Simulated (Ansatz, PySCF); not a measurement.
Spin states of H6O5W (SMILES [OH][WH]([OH])([OH])([OH])[OH]), each relaxed with B3LYP-D3(BJ)/def2-TZVP.
State 1 (charge 0, multiplicity 1):
| atom | x (Å) | y (Å) | z (Å) |
|---|---|---|---|
| W | -0.0148 | -0.1703 | 0.1294 |
| O | 1.5036 | -1.1387 | 0.7663 |
| H | 2.3443 | -0.6646 | 0.7822 |
| O | -1.1480 | 0.4473 | 1.5201 |
| H | -1.9442 | 0.9578 | 1.3224 |
| O | -1.1770 | 1.1091 | -0.8254 |
| H | -1.0785 | 1.1594 | -1.7792 |
| O | -0.8758 | -1.8517 | 0.0385 |
| H | -0.5551 | -2.6475 | -0.3955 |
| O | 1.3848 | 1.1657 | 0.0182 |
| H | 1.0940 | 2.0110 | -0.3427 |
| H | 0.2465 | -0.4901 | -1.5403 |
State 2 (charge 0, multiplicity 3):
```xyz
12

W     -0.17909     0.09588    -0.07139
O      1.38983    -1.14905    -0.01659
H      2.20640    -0.62490     0.01176
O     -1.02085     0.87496     1.47131
H     -1.67972     0.28828     1.87009
O     -1.19655     0.79904    -1.48257
H     -1.01778     0.72243    -2.42354
O     -1.11240    -1.51549     0.47319
H     -0.67004    -2.35938     0.32277
O      1.22642     1.39428     0.27141
H      1.00750     2.06607     0.93031
H      0.82602    -0.70461    -1.66257
```

Singlets are restricted, other states unrestricted; no spin–orbit coupling, no relativity up to Kr; see below for the cores. The largest T1 diagnostic is 0.023.

Correlated levels freeze the inner cores; with def2 sets outer-core shells near the valence are correlated too. CBS: X⁻³ extrapolation of the correlation energy, Hartree–Fock from the larger set.

Codes used: Ansatz (Gaussian orbitals); PySCF for the dispersion terms. Each number belongs to the level named beside it. In def2 rows elements past Kr take small-core potentials, without spin–orbit coupling.

```
level                              energy of the multiplicity-3 state less that of the multiplicity-1 state (kcal/mol)
---------------------------------  -----------------------------------------------------------------------------------
SVWN5/def2-TZVPP                                                                                                 55.35
r2SCAN/def2-TZVPP                                                                                                49.72
r2SCAN-D3(BJ)/def2-TZVPP                                                                                         49.70
r2SCANh/def2-TZVPP                                                                                               47.85
PBE0-D4/def2-TZVPP                                                                                               47.52
BHLYP/def2-TZVPP                                                                                                   ___
CAM-B3LYP-D3(BJ)/def2-TZVPP                                                                                      48.00
CAM-B3LYP-D4/def2-TZVPP                                                                                          48.06
CCSD(T)/CBS(def2-SVP, def2-TZVPP)                                                                                50.72
```

Question: Fill in the missing entries.

Answer: 
- BHLYP/def2-TZVPP, energy of the multiplicity-3 state less that of the multiplicity-1 state (kcal/mol): 44.30

Ansatz is a program for electronic structure.
